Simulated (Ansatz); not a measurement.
`C=COBC` and `C#COC=C` differ in one atom or group.

Ansatz, PBE0-D4/def2-TZVP geometries, multiplicity 1. Each molecule was computed in one conformer, which needn't be the lowest.

```tsv
property	`C=COBC`
LUMO energy (B3LYP/def2-TZVPP) / eV	-0.41
HOMO–LUMO gap (ωB97M-V/def2-TZVPP) / eV	11.42
HOMO energy (PBE0/def2-TZVPP) / eV	-7.38
size of the dipole moment (ωB97M-V/def2-TZVPP) / D	1.32
HOMO energy (PBE/def2-TZVPP) / eV	-6.21
size of the dipole moment (B3LYP/def2-TZVPP) / D	1.30
```

(1) Give the same properties after the change, and the shifts. (Estimate.)

Answers

(1) Computed: 
| property | `C#COC=C` | shift |
| --- | --- | --- |
| LUMO energy (B3LYP/def2-TZVPP) / eV | -0.26 | 0.15 |
| HOMO–LUMO gap (ωB97M-V/def2-TZVPP) / eV | 11.41 | -0.01 |
| HOMO energy (PBE0/def2-TZVPP) / eV | -7.09 | 0.29 |
| size of the dipole moment (ωB97M-V/def2-TZVPP) / D | 1.24 | -0.08 |
| HOMO energy (PBE/def2-TZVPP) / eV | -5.91 | 0.30 |
| size of the dipole moment (B3LYP/def2-TZVPP) / D | 1.19 | -0.11 |

With PBE0 the HOMO rises by 0.29 eV and the LUMO rises by 0.16 eV, so the gap narrows by about 0.13 eV. PBE moves the HOMO by 0.30 eV and ωB97M-V by 0.36 eV. Dipoles are sizes alone; their direction can turn.

B3LYP here is the variant with VWN-RPA as its local correlation; programs differ in this.
